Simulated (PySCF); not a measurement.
SMILES Clc1cccc([Si](Cl)(Cl)Cl)c1 (C6H4Cl4Si) (GFN2-xTB optimised geometry):

```
15

Cl    -2.298    -2.422     0.002
C     -1.450    -0.916     0.000
C     -2.165     0.272    -0.001
C     -1.471     1.469    -0.001
C     -0.088     1.479    -0.001
C      0.635     0.287     0.000
Si     2.530     0.299    -0.036
Cl     3.170     0.412    -1.951
Cl     3.214     1.903     0.986
Cl     3.243    -1.390     0.809
C     -0.066    -0.916     0.000
H     -3.243     0.255     0.000
H     -2.016     2.401    -0.001
H      0.437     2.422     0.001
H      0.464    -1.855     0.004
```

Level of theory: PBE0/def2-TZVP (PySCF).

### Question
What are the frontier orbital energies and the dipole moment?

### Answer
HOMO-2 -9.01 eV, HOMO-1 -8.06 eV, HOMO -7.47 eV, LUMO -1.38 eV, LUMO+1 -0.88 eV; dipole moment 1.79 D.

On the same geometry PBE/def2-TZVP in PySCF gives HOMO-2 -7.59 eV, HOMO-1 -7.03 eV, HOMO -6.42 eV, LUMO -2.21 eV, LUMO+1 -1.76 eV; dipole moment 1.71 D.

Meta-Löwdin charges at PBE0/def2-TZVP: Cl1 -0.05, C2 0.02, C3 -0.12, C4 -0.11, C5 -0.11, C6 -0.24, Si7 0.96, Cl8 -0.26, Cl9 -0.26, Cl10 -0.26, C11 -0.12, H12 0.14, H13 0.13, H14 0.13, H15 0.14.
